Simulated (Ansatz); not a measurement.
Basis-set series for CH₅Cl₃Si₂, SMILES `Cl[SiH2]C[SiH](Cl)Cl`. Charge 0, multiplicity 1. All single points use the PBE0-D4/def2-TZVP geometry. It is one conformer, not always the lowest.

```json
{"functional": "PBE0-D4", "basis": "def2-TZVPP", "functions": "311", "energy (Eh)": "-2000.22072", "HOMO (eV)": "-8.80", "LUMO (eV)": "-0.32"}
{"functional": "PBE0-D4", "basis": "def2-QZVPP", "functions": "557", "energy (Eh)": "-2000.28328", "HOMO (eV)": "-8.82", "LUMO (eV)": "-0.44"}
{"functional": "ωB97M-V", "basis": "def2-TZVPP", "functions": "311", "energy (Eh)": "-2000.82651", "HOMO (eV)": "-10.97", "LUMO (eV)": "1.58"}
{"functional": "ωB97M-V", "basis": "def2-QZVPP", "functions": "557", "energy (Eh)": "-2000.88559", "HOMO (eV)": "-11.01", "LUMO (eV)": "1.31"}
```

Give the rows for def2-SVP. (Best estimate.)

Computed: 
| functional | basis | functions | energy (Eh) | HOMO (eV) | LUMO (eV) |
| --- | --- | --- | --- | --- | --- |
| PBE0-D4 | def2-SVP | 129 | -1999.48978 | -8.70 | -0.03 |
| ωB97M-V | def2-SVP | 129 | -2000.09755 | -10.83 | 1.97 |

Positive LUMOs are unbound and depend on the basis.
